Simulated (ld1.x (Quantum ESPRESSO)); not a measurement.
Results of a calculation; reference values are marked as such.
# Potentials for tin (Sn) compared

Generated with ld1.x 7.5 (TM, RRKJ, ultrasoft, PAW), atompaw 4.2 or ONCVPSP 4.0.1. The cutoff is in Ry: for ld1.x and atompaw files where the sum of valence levels is converged to 10 mRy in a Bessel basis, for ONCV files where the hardest occupied wave has 1 mHa per electron of residual kinetic energy. The error is the largest all-electron minus pseudo excitation energy over each file’s own four to seven test configurations (ionisations up to +4, promotions, holes and added fractions of an electron), all of which were solved. The labels leave out finer settings (local radius, basis sizes, second energies), which also bear on the numbers. Spin-polarised tests are not counted. The rows are a selection from randomly drawn settings: files with unsolved tests, undetermined cutoffs or missed reference levels are left out.

A true bound ghost makes a file unfit for plane-wave use even where its test errors are small: the radial tests pick states by their node count and pass the ghost by.

```csv
potential,cutoff (Ry),largest error (meV),bound ghosts
"TM semilocal, PBEsol, scalar-relativistic, rc 1.60/2.75 (sp), local s, core correction no, reference 5s2 5p1.75",35,+64,none
"RRKJ, BLYP, fully relativistic, rc 1.75/2.05/1.95 (spd), local s, core correction yes, reference 5s2 5p0",25,-100,"d3/2, d5/2"
"TM, PBE, scalar-relativistic, rc 2.15/1.80/1.65 (spd), local smoothed, core correction yes, reference 4d10 5s2 5p2",80,-80,none
"PAW, PW91, scalar-relativistic, rc 2.20/2.30/1.95 (spd), local smoothed, core correction yes, reference 4d10 5s2 5p2",30,-43,none
```

**Question.** Fill in the row for Sn: TM, PBE, scalar-relativistic, rc 1.85/2.05 (sp), local smoothed, core correction yes, reference 5s2 5p2.

**Answer.** cutoff 21 Ry, largest error -283 meV, bound ghosts: none.
